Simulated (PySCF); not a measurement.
Cs (caesium, neutral): UHF calculation

Configuration: [Xe] 5d1, 2D determinant (an excited configuration). Calculation: PySCF 2.14, in ANO-RCC-VTZP (8s7p4d2f1g, 72 functions); the spin-free X2C one-electron Hamiltonian (Gaussian nucleus).

```json
{
 "Total energy": "-7782.707626 hartree",
 "One-electron energy": "-10641.8642 hartree",
 "Hartree (Coulomb) energy": "3050.6399 hartree",
 "Exchange energy": "-191.4833 hartree",
 "⟨S²⟩": "0.7509",
 "⟨L²⟩": "6.005",
 "Sum of ⟨r⟩": "42.46 bohr",
 "Sum of ⟨r²⟩": "96.71 bohr²",
 "Traceless quadrupole moment −½Σ⟨3z² − r²⟩ along its main axis": "12.8 e·bohr²",
 "Langevin diamagnetic susceptibility": "-76.6 ×10⁻⁶ cm³/mol"
}
```

```json
{"shell": "1s β", "electrons": "1", "mean orbital energy (eV)": "-36152.9", "spread (eV)": "0", "rms radius, mean of both spins (bohr)": "0.0298"}
{"shell": "1s α", "electrons": "1", "mean orbital energy (eV)": "-36152.9", "spread (eV)": "0", "rms radius, mean of both spins (bohr)": "0.0298"}
{"shell": "2s α", "electrons": "1", "mean orbital energy (eV)": "-5775.3", "spread (eV)": "0", "rms radius, mean of both spins (bohr)": "0.121"}
{"shell": "2s β", "electrons": "1", "mean orbital energy (eV)": "-5775.3", "spread (eV)": "0", "rms radius, mean of both spins (bohr)": "0.121"}
{"shell": "2p α", "electrons": "3", "mean orbital energy (eV)": "-5178.6", "spread (eV)": "0.001", "rms radius, mean of both spins (bohr)": "0.108"}
{"shell": "2p β", "electrons": "3", "mean orbital energy (eV)": "-5178.6", "spread (eV)": "0.005", "rms radius, mean of both spins (bohr)": "0.108"}
{"shell": "3s β", "electrons": "1", "mean orbital energy (eV)": "-1245.3", "spread (eV)": "0", "rms radius, mean of both spins (bohr)": "0.318"}
{"shell": "3s α", "electrons": "1", "mean orbital energy (eV)": "-1245.3", "spread (eV)": "0", "rms radius, mean of both spins (bohr)": "0.318"}
{"shell": "3p β", "electrons": "3", "mean orbital energy (eV)": "-1048.1", "spread (eV)": "0.011", "rms radius, mean of both spins (bohr)": "0.318"}
{"shell": "3p α", "electrons": "3", "mean orbital energy (eV)": "-1048.1", "spread (eV)": "0.011", "rms radius, mean of both spins (bohr)": "0.318"}
{"shell": "3d α", "electrons": "5", "mean orbital energy (eV)": "-756.67", "spread (eV)": "0.019", "rms radius, mean of both spins (bohr)": "0.296"}
{"shell": "3d β", "electrons": "5", "mean orbital energy (eV)": "-756.66", "spread (eV)": "0.013", "rms radius, mean of both spins (bohr)": "0.296"}
{"shell": "4s β", "electrons": "1", "mean orbital energy (eV)": "-253.76", "spread (eV)": "0", "rms radius, mean of both spins (bohr)": "0.738"}
{"shell": "4s α", "electrons": "1", "mean orbital energy (eV)": "-253.76", "spread (eV)": "0", "rms radius, mean of both spins (bohr)": "0.738"}
{"shell": "4p β", "electrons": "3", "mean orbital energy (eV)": "-187.88", "spread (eV)": "0.029", "rms radius, mean of both spins (bohr)": "0.787"}
{"shell": "4p α", "electrons": "3", "mean orbital energy (eV)": "-187.88", "spread (eV)": "0.018", "rms radius, mean of both spins (bohr)": "0.787"}
{"shell": "4d α", "electrons": "5", "mean orbital energy (eV)": "-88.449", "spread (eV)": "0.050", "rms radius, mean of both spins (bohr)": "0.902"}
{"shell": "4d β", "electrons": "5", "mean orbital energy (eV)": "-88.441", "spread (eV)": "0.045", "rms radius, mean of both spins (bohr)": "0.902"}
{"shell": "5s α", "electrons": "1", "mean orbital energy (eV)": "-35.516", "spread (eV)": "0", "rms radius, mean of both spins (bohr)": "1.88"}
{"shell": "5s β", "electrons": "1", "mean orbital energy (eV)": "-35.478", "spread (eV)": "0", "rms radius, mean of both spins (bohr)": "1.88"}
{"shell": "5p α", "electrons": "3", "mean orbital energy (eV)": "-18.580", "spread (eV)": "0.033", "rms radius, mean of both spins (bohr)": "2.23"}
{"shell": "5p β", "electrons": "3", "mean orbital energy (eV)": "-18.417", "spread (eV)": "0.224", "rms radius, mean of both spins (bohr)": "2.23"}
{"shell": "5d α", "electrons": "1", "mean orbital energy (eV)": "-1.721", "spread (eV)": "0", "rms radius, mean of both spins (bohr)": "6.71"}
```

Spin-orbit coupling, absent here, splits the open shell strongly.

Densities and radii are taken from the X2C orbitals without a picture-change correction, which distorts them close to the nucleus.

Spin-orbit constants ζ (cm⁻¹) from the X2C one-electron operator on these orbitals: bare nucleus, nucleus screened by l(l+1)(2l+1)/3 electrons, and screened by the Breit-Pauli mean field of the electrons.

```tsv
shell	bare	screened nucleus	mean field
2p	1869000	1801000	n/a
3p	363000	349800	n/a
3d	55560	45460	n/a
4p	71280	68680	n/a
4d	8617	7050	n/a
5p	7860	7574	n/a
5d	77.24	63.20	n/a
```

To first order the Landé constant is A = 63.20 cm⁻¹, so the lowest level has J = 3/2 and lies 0.0118 eV below the centre of the term. First order in ζ underestimates the shift of the j = l − 1/2 level at high Z.
